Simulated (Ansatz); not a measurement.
Program: Ansatz. Geometries: PBE0-D4/def2-TZVP. ΔE: electronic, gas phase. CCSD(T)/CBS adds triple-zeta CCSD(T) − MP2 to the extrapolated MP2 energy (def2 sets, frozen cores). This one scheme is used for every species. Functionals use def2-TZVPP. B3LYP here is the variant with VWN-RPA as its local correlation; programs differ in this. def2 core potentials past Kr. For Sn outer-core shells are correlated without core-valence functions, which leaves a few kJ/mol of doubt a bond. Each species was taken in one conformer, which may not be the lowest.

Consider the hydrogenolysis of the Sn–N bond: `C[NH][SnH2][CH]=O` + H₂ → `O=[CH][SnH3]` + CH₃NH₂.

```csv
level,ΔE (kJ/mol),difference from CCSD(T)/CBS
r2SCAN-D4,-28.0,-7.0
PBE0-D4,-34.3,-13.3
B3LYP-D4,-28.4,-7.4
ωB97X-V,-30.6,-9.6
ωB97M-V,-31.3,-10.3
B2PLYP,-32.2,-11.2
r2SCAN,-30.4,-9.4
PBE0,-41.5,-20.5
CCSD(T)/def2-TZVPP,-27.3,-6.3
SCS-MP2/def2-QZVPP,-20.1,0.9
CCSD(T)/CBS,-21.0,0
```

Largest T1 diagnostic among the species: 0.016.

In def2-TZVPP, CCSD(T) changes the Hartree–Fock value by +26.8 kJ/mol (the triples alone add +6.3 kJ/mol) and MP2 by +35.8 kJ/mol. The D4 term adds +12.6 kJ/mol with B3LYP and +7.2 kJ/mol with PBE0; it sums over pairs of atoms, weighted by their polarisabilities, and B3LYP, whose exchange is more repulsive, gets the larger term.
